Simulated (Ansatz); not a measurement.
Steps of a relaxation of C₂H₈AlClO (`[CH3][Al-]([CH3])([OH2+])[Cl]`) with RKS PBE-D4/def2-SVP.

```sh
$ ansatz run in.yaml --threads 4 --pin off --events-out ev --progress --plain --max-ram 10444MiB
```

```yaml
crystal:
  periodic: [false, false, false]
  atoms:
    - {symbol: C, position_ang: [-1.679500, -0.029600, -0.653400]}
    - {symbol: Al, position_ang: [0.191100, 0.392000, -0.322100]}
    - {symbol: C, position_ang: [1.072400, -1.280400, 0.231700]}
    - {symbol: O, position_ang: [0.416100, 1.664100, 1.001900]}
    - {symbol: Cl, position_ang: [1.139300, 1.148300, -2.186900]}
    - {symbol: H, position_ang: [-2.200200, -0.348600, 0.262700]}
    - {symbol: H, position_ang: [-2.209600, 0.949800, -0.981700]}
    - {symbol: H, position_ang: [-1.776700, -0.731700, -1.471300]}
    - {symbol: H, position_ang: [2.182100, -1.056200, 0.476100]}
    - {symbol: H, position_ang: [0.634500, -1.660100, 1.197900]}
    - {symbol: H, position_ang: [0.999800, -2.041800, -0.535500]}
    - {symbol: H, position_ang: [-0.013900, 1.220600, 1.825700]}
    - {symbol: H, position_ang: [1.265000, 1.738800, 1.169700]}
basis:
  gaussian: {orbitals: def2-SVP}
hamiltonian: {xc: pbe, dispersion: d4}
relax: {f_tol: 0.03, max_steps: 200}
```

Positions (Å) and forces (eV/Å) along the path, 11 of 16 steps:

```xyz
13
step=1 energy=-23349.7733 eV
C    -1.679   -0.030   -0.653   -0.728    2.939    0.502
Al    0.191    0.392   -0.322   -0.110   -2.158   -3.232
C     1.072   -1.280    0.232    1.529    1.489    2.094
O     0.416    1.664    1.002   -8.320   -0.855    0.978
Cl    1.139    1.148   -2.187   -0.120    0.169    0.797
H    -2.200   -0.349    0.263   -0.319   -0.420    0.067
H    -2.210    0.950   -0.982    0.363   -1.173    0.240
H    -1.777   -0.732   -1.471   -0.061   -0.702   -0.475
H     2.182   -1.056    0.476   -1.003   -0.633   -0.389
H     0.634   -1.660    1.198    0.128   -0.117   -0.432
H     1.000   -2.042   -0.535   -0.014   -0.531   -0.568
H    -0.014    1.221    1.826    0.835    1.057   -1.320
H     1.265    1.739    1.170    7.820    0.934    1.740
13
step=2 energy=-23350.7665 eV
C    -1.812    0.076   -0.661    0.102    0.872    0.163
Al    0.152    0.251   -0.440    0.149   -0.794   -1.340
C     1.209   -1.274    0.320    0.132    0.520    0.438
O     0.392    1.559    0.916   -1.258    0.254    1.289
Cl    1.192    1.260   -2.108   -0.224   -0.188    0.468
H    -2.347   -0.295    0.237   -0.034   -0.191   -0.029
H    -2.345    1.016   -0.984    0.382   -0.387    0.126
H    -1.940   -0.645   -1.482   -0.215   -0.339   -0.172
H     2.296   -1.094    0.558   -0.470    0.031   -0.231
H     0.758   -1.703    1.250    0.008   -0.020   -0.220
H     1.180   -2.058   -0.453    0.056   -0.381   -0.134
H    -0.041    1.205    1.745    0.470    0.459   -0.619
H     1.327    1.668    1.117    0.902    0.167    0.261
13
step=4 energy=-23350.9556 eV
C    -1.811    0.066   -0.685    0.044   -0.132   -0.110
Al    0.148    0.158   -0.496   -0.041   -0.116   -0.027
C     1.192   -1.325    0.297   -0.060   -0.053   -0.099
O     0.338    1.573    0.952    0.695    0.174    0.462
Cl    1.228    1.267   -2.007    0.041    0.049   -0.005
H    -2.334   -0.320    0.217    0.011    0.023    0.019
H    -2.266    1.041   -0.956    0.006    0.030    0.013
H    -2.062   -0.641   -1.510    0.003    0.061    0.062
H     2.241   -1.058    0.544    0.004    0.032    0.010
H     0.726   -1.757    1.209    0.003    0.000    0.028
H     1.258   -2.163   -0.435   -0.011    0.050    0.044
H     0.081    1.231    1.841    0.148    0.160   -0.278
H     1.281    1.893    1.041   -0.843   -0.277   -0.119
13
step=5 energy=-23350.9640 eV
C    -1.800    0.066   -0.726    0.031    0.011   -0.016
Al    0.151    0.141   -0.495   -0.227   -0.323    0.138
C     1.189   -1.344    0.291    0.050    0.023   -0.015
O     0.270    1.498    1.038    0.147    0.246   -0.193
Cl    1.261    1.257   -1.983    0.018    0.123    0.145
H    -2.329   -0.296    0.182    0.016   -0.002    0.025
H    -2.218    1.061   -0.982   -0.030    0.007   -0.029
H    -2.077   -0.628   -1.547   -0.018    0.000   -0.042
H     2.259   -1.065    0.408   -0.005   -0.062    0.014
H     0.822   -1.699    1.280   -0.016    0.031   -0.040
H     1.166   -2.229   -0.382    0.018    0.014    0.012
H     0.207    1.224    1.972   -0.038   -0.191    0.049
H     1.119    1.977    0.959    0.053    0.122   -0.048
13
step=6 energy=-23350.9868 eV
C    -1.823    0.077   -0.742    0.021   -0.172    0.042
Al    0.115    0.089   -0.452    0.111    0.282   -0.253
C     1.212   -1.360    0.300   -0.036   -0.104    0.076
O     0.270    1.495    1.055   -0.169   -0.023   -0.279
Cl    1.216    1.277   -1.932   -0.063   -0.042    0.268
H    -2.386   -0.213    0.169   -0.075   -0.011    0.048
H    -2.187    1.072   -1.065   -0.007    0.075   -0.009
H    -2.109   -0.646   -1.535    0.001   -0.010   -0.016
H     2.273   -1.057    0.429   -0.025    0.009    0.005
H     0.843   -1.739    1.278    0.017   -0.023    0.002
H     1.219   -2.235   -0.386   -0.005    0.006    0.004
H     0.307    1.172    1.971    0.027   -0.159    0.261
H     1.071    2.033    0.924    0.203    0.172   -0.149
13
step=8 energy=-23351.0132 eV
C    -1.827    0.066   -0.746    0.016   -0.116    0.025
Al    0.110    0.093   -0.441    0.085    0.236   -0.184
C     1.198   -1.367    0.306   -0.018   -0.075    0.063
O     0.270    1.498    1.060   -0.025   -0.021   -0.040
Cl    1.228    1.324   -1.874   -0.056   -0.046    0.221
H    -2.397   -0.227    0.160   -0.042   -0.008    0.025
H    -2.192    1.062   -1.069   -0.008    0.042   -0.005
H    -2.103   -0.656   -1.544    0.002   -0.005   -0.010
H     2.258   -1.067    0.447   -0.025    0.002    0.004
H     0.822   -1.757    1.278    0.009   -0.013   -0.009
H     1.211   -2.235   -0.389   -0.008    0.010    0.006
H     0.404    1.163    1.967    0.046   -0.046    0.022
H     1.039    2.070    0.859    0.024    0.040   -0.116
13
step=9 energy=-23351.0365 eV
C    -1.829    0.055   -0.748    0.020   -0.053    0.007
Al    0.105    0.105   -0.421    0.024    0.101   -0.094
C     1.181   -1.373    0.314   -0.004   -0.033    0.038
O     0.270    1.507    1.068    0.147   -0.002    0.154
Cl    1.241    1.361   -1.812   -0.015    0.005    0.136
H    -2.404   -0.259    0.149   -0.021   -0.008    0.007
H    -2.206    1.050   -1.062   -0.008    0.013    0.001
H    -2.083   -0.660   -1.560   -0.005   -0.005   -0.006
H     2.243   -1.082    0.471   -0.026    0.000    0.006
H     0.795   -1.783    1.274    0.000   -0.008   -0.007
H     1.196   -2.224   -0.401   -0.008    0.002    0.007
H     0.504    1.171    1.961    0.016    0.072   -0.221
H     1.007    2.096    0.782   -0.119   -0.083   -0.027
13
step=10 energy=-23351.0547 eV
C    -1.834    0.040   -0.752    0.016    0.005   -0.066
Al    0.098    0.108   -0.413   -0.006    0.040    0.143
C     1.160   -1.381    0.326    0.004   -0.025   -0.044
O     0.276    1.506    1.067    0.413    0.037    0.504
Cl    1.270    1.439   -1.702    0.025    0.025   -0.065
H    -2.412   -0.292    0.138    0.031   -0.005   -0.008
H    -2.222    1.035   -1.053   -0.008   -0.017    0.002
H    -2.075   -0.667   -1.574   -0.016    0.003    0.001
H     2.221   -1.097    0.498   -0.013   -0.003    0.006
H     0.762   -1.805    1.274   -0.020    0.014   -0.017
H     1.180   -2.222   -0.402    0.007   -0.011    0.021
H     0.642    1.175    1.927   -0.160    0.231   -0.570
H     0.953    2.126    0.682   -0.273   -0.294    0.092
13
step=12 energy=-23351.0723 eV
C    -1.831    0.039   -0.756   -0.004   -0.008   -0.026
Al    0.094    0.115   -0.393   -0.010    0.046    0.049
C     1.149   -1.382    0.332    0.014   -0.034    0.001
O     0.284    1.511    1.093    0.107   -0.017    0.150
Cl    1.261    1.452   -1.690    0.010    0.015   -0.006
H    -2.408   -0.325    0.121    0.009   -0.001    0.000
H    -2.238    1.031   -1.040    0.001    0.000    0.003
H    -2.054   -0.655   -1.595   -0.004   -0.002   -0.007
H     2.207   -1.105    0.529   -0.004    0.001    0.007
H     0.730   -1.817    1.267   -0.011    0.012   -0.009
H     1.180   -2.215   -0.405   -0.001   -0.001    0.004
H     0.733    1.185    1.903   -0.033    0.082   -0.182
H     0.914    2.131    0.647   -0.073   -0.091    0.017
13
step=15 energy=-23351.0777 eV rejected
C    -1.840    0.031   -0.754    0.324    0.183   -0.086
Al    0.084    0.112   -0.358   -0.038    0.016   -0.013
C     1.139   -1.394    0.353    0.012    0.120   -0.025
O     0.292    1.505    1.122    0.074    0.043    0.026
Cl    1.231    1.483   -1.655    0.003   -0.001   -0.009
H    -2.421   -0.387    0.087   -0.142   -0.100    0.113
H    -2.241    1.037   -0.993   -0.031    0.005    0.024
H    -2.013   -0.604   -1.644   -0.083   -0.103   -0.057
H     2.190   -1.137    0.605    0.018    0.057   -0.012
H     0.677   -1.830    1.263   -0.036   -0.106    0.010
H     1.197   -2.199   -0.409   -0.034   -0.082    0.026
H     0.904    1.203    1.823   -0.019   -0.015    0.014
H     0.820    2.144    0.576   -0.047   -0.017   -0.011
13
step=16 energy=-23351.0824 eV
C    -1.832    0.035   -0.760   -0.004   -0.001    0.004
Al    0.085    0.116   -0.360    0.007    0.001   -0.005
C     1.134   -1.392    0.352    0.000    0.001    0.005
O     0.299    1.506    1.127    0.012    0.001    0.006
Cl    1.242    1.484   -1.651   -0.003   -0.002    0.003
H    -2.416   -0.387    0.085    0.000   -0.001   -0.002
H    -2.252    1.035   -0.997    0.001    0.001    0.002
H    -2.024   -0.614   -1.641    0.000    0.001   -0.001
H     2.183   -1.119    0.599   -0.001   -0.001    0.001
H     0.676   -1.844    1.259    0.001    0.000   -0.002
H     1.195   -2.206   -0.402    0.000    0.001    0.000
H     0.912    1.204    1.828   -0.010    0.005   -0.016
H     0.819    2.147    0.577   -0.002   -0.006    0.007
```

Run time 86 s (4 threads of an Intel Xeon on a shared host); peak host memory 0.18 GiB.
